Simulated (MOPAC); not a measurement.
MOPAC input (AM1):

```
AM1 PRECISE GNORM=0.05 LET XYZ CHARGE=-1 GEO-OK AUX(PRECISION=9) THREADS=1
C4H

C    -0.00000000 1   -0.00000000 1   -2.03845764 1
C    -0.00000000 1   -0.00000000 1   -0.79131676 1
C     0.00000000 1    0.00000000 1    0.56764548 1
C     0.00000000 1    0.00000000 1    1.78765060 1
H     0.00000000 1    0.00000000 1    2.84686993 1
```

Output:

```
 *******************************************************************************
 **                                                                           **
 **                              MOPAC v23.2.5                                **
 **                                                                           **
 *******************************************************************************
 ** MOPAC's Digital Object Identifier: https://doi.org/10.5281/zenodo.6511958 **
 **                                                                           **
 ** Please cite the open-source release paper for use of this MOPAC version:  **
 ** J. E. Moussa and J. J. P. Stewart (2026)                                  **
 ** MOPAC: An open-source semiempirical molecular orbital program             **
 ** J. Open Source Softw., 11(119), 8025, https://doi.org/10.21105/joss.08025 **
 *******************************************************************************

                              AM1 CALCULATION RESULTS

 *******************************************************************************
 *  AM1        - The AM1 Hamiltonian to be used
 *  GEO-OK     - OVERRIDE INTERATOMIC DISTANCE AND OTHER SAFETY CHECKS
 *
 *
 *
 *                 CHARGE ON SYSTEM = -1
 *
 *
 *
 *  LET        - OVERRIDE SOME SAFETY CHECKS
 *  PRECISE    - TIGHTER CRITERIA TO BE USED
 *  XYZ        - CARTESIAN COORDINATE SYSTEM TO BE USED
 *  GNORM      - EXIT WHEN GRADIENT NORM DROPS BELOW 0.050
 *  AUX        - OUTPUT AUXILIARY INFORMATION
 *******************************************************************************
AM1 PRECISE GNORM=0.05 LET XYZ CHARGE=-1 GEO-OK AUX(PRECISION=9) THREADS=1
 C4H

   ATOM   CHEMICAL          X               Y               Z
  NUMBER   SYMBOL      (ANGSTROMS)     (ANGSTROMS)     (ANGSTROMS)

     1       C         -0.00000000  *  -0.00000000  *  -2.03845764  *
     2       C         -0.00000000  *  -0.00000000  *  -0.79131676  *
     3       C          0.00000000  *   0.00000000  *   0.56764548  *
     4       C          0.00000000  *   0.00000000  *   1.78765060  *
     5       H          0.00000000  *   0.00000000  *   2.84686993  *

          CARTESIAN COORDINATES

    NO.       ATOM           X           Y           Z

     1         C         -0.0000     -0.0000     -2.0385
     2         C         -0.0000     -0.0000     -0.7913
     3         C          0.0000      0.0000      0.5676
     4         C          0.0000      0.0000      1.7877
     5         H          0.0000      0.0000      2.8469

  H: (AM1): M.J.S. DEWAR ET AL, J. AM. CHEM. SOC. 107 3902-3909 (1985)
  C: (AM1): M.J.S. DEWAR ET AL, J. AM. CHEM. SOC. 107 3902-3909 (1985)

           Empirical Formula: C4 H  =     5 atoms

      MOLECULAR POINT GROUP   :   C*v

      RHF CALCULATION, NO. OF DOUBLY OCCUPIED LEVELS = 9

          Geometry optimization using EF

          DIAGONAL MATRIX USED AS START HESSIAN

 CYCLE:     1  GRAD.:    51.611 HEAT:  122.0683
 CYCLE:     2  GRAD.:  1225.447 HEAT:  216.2994
 CYCLE:     3  GRAD.:   231.679 HEAT:  129.1030
 CYCLE:     4  GRAD.:   416.045 HEAT:  144.4643
 CYCLE:     5  GRAD.:   516.014 HEAT:  159.9909
 CYCLE:     6  GRAD.:   136.412 HEAT:  127.8106
 CYCLE:     7  GRAD.:   373.621 HEAT:  143.5152
 CYCLE:     8  GRAD.:    35.205 HEAT:  121.9799
 CYCLE:     9  GRAD.:    90.081 HEAT:  122.8005
 CYCLE:    10  GRAD.:     2.996 HEAT:  121.3950
 CYCLE:    11  GRAD.:     0.326 HEAT:  121.3923
 CYCLE:    12  GRAD.:     0.034 HEAT:  121.3923

     GRADIENT =  0.03380 IS LESS THAN CUTOFF =  0.05000

 -------------------------------------------------------------------------------
 AM1 PRECISE GNORM=0.05 LET XYZ CHARGE=-1 GEO-OK AUX(PRECISION=9) THREADS=1
 C4H

     GEOMETRY OPTIMISED USING EIGENVECTOR FOLLOWING (EF).
     SCF FIELD WAS ACHIEVED

                              AM1 CALCULATION
                                                       MOPAC v23.2.5 Linux

          FINAL HEAT OF FORMATION =        121.39225 KCAL/MOL =     507.90518 KJ/MOL

          COSMO AREA              =         97.82 SQUARE ANGSTROMS
          COSMO VOLUME            =         79.73 CUBIC ANGSTROMS

          GRADIENT NORM           =          0.03380          =       0.01512 PER ATOM
          IONIZATION POTENTIAL    =          3.800503 EV
          HOMO LUMO ENERGIES (EV) =         -3.801  6.612
          NO. OF FILLED LEVELS    =          9
          MOLECULAR WEIGHT        =         49.0519         POINT GROUP:  C*v

          MOLECULAR DIMENSIONS (Angstroms)

            Atom       Atom       Distance
            H     5    C     1     4.83797
            H     5    C     1     0.00000
            C     2    C     3     0.00000

          SCF CALCULATIONS        =         13

   ATOM   CHEMICAL          X               Y               Z
  NUMBER   SYMBOL      (ANGSTROMS)     (ANGSTROMS)     (ANGSTROMS)

     1       C         -0.00000000  *   0.00000000  *  -2.01653825  *
     2       C         -0.00000000  *   0.00000000  *  -0.78448622  *
     3       C         -0.00000000  *  -0.00000000  *   0.56398325  *
     4       C          0.00000000  *  -0.00000000  *   1.76993222  *
     5       H         -0.00000000  *   0.00000000  *   2.82143046  *

                             CARTESIAN COORDINATES

   1    C       -0.000000000     0.000000000    -2.016538250
   2    C       -0.000000000     0.000000000    -0.784486224
   3    C       -0.000000000    -0.000000000     0.563983253
   4    C        0.000000000    -0.000000000     1.769932217
   5    H       -0.000000000     0.000000000     2.821430461

           Empirical Formula: C4 H  =     5 atoms

      MOLECULAR POINT GROUP   :   C*v

                  EIGENVALUES
 -29.07393 -24.74808 -16.85283 -11.67741  -7.44362  -7.44362  -4.66659  -3.80050
  -3.80050   6.61201   6.61201   8.68772   9.26792   9.26792  10.62371  12.10488
  13.26340

              NET ATOMIC CHARGES AND DIPOLE CONTRIBUTIONS

  ATOM NO.   TYPE          CHARGE      No. of ELECS.   s-Pop       p-Pop
    1          C          -0.219844        4.2198     1.71578     2.50407
    2          C          -0.566055        4.5661     1.22026     3.34579
    3          C           0.099414        3.9006     1.17596     2.72463
    4          C          -0.493858        4.4939     1.24002     3.25384
    5          H           0.180343        0.8197     0.81966
 DIPOLE           X         Y         Z       TOTAL
 POINT-CHG.    -0.000    -0.000     2.506     2.506
 HYBRID        -0.000     0.000     2.119     2.119
 SUM           -0.000     0.000     4.625     4.625

          ATOMIC ORBITAL ELECTRON POPULATIONS

     Atom    s        px        py        pz
    1  C   1.71578   0.69995   0.69995   1.10417
    2  C   1.22026   1.22694   1.22694   0.89192
    3  C   1.17596   0.91526   0.91526   0.89411
    4  C   1.24002   1.15785   1.15785   0.93813
    5  H   0.81966

 **********************
 *                    *
 * JOB ENDED NORMALLY *
 *                    *
 **********************

 == MOPAC DONE ==
```

The dipole moment of an ion depends on the origin.

The geometry given is a B3LYP-D3(BJ)/def2-TZVP minimum.
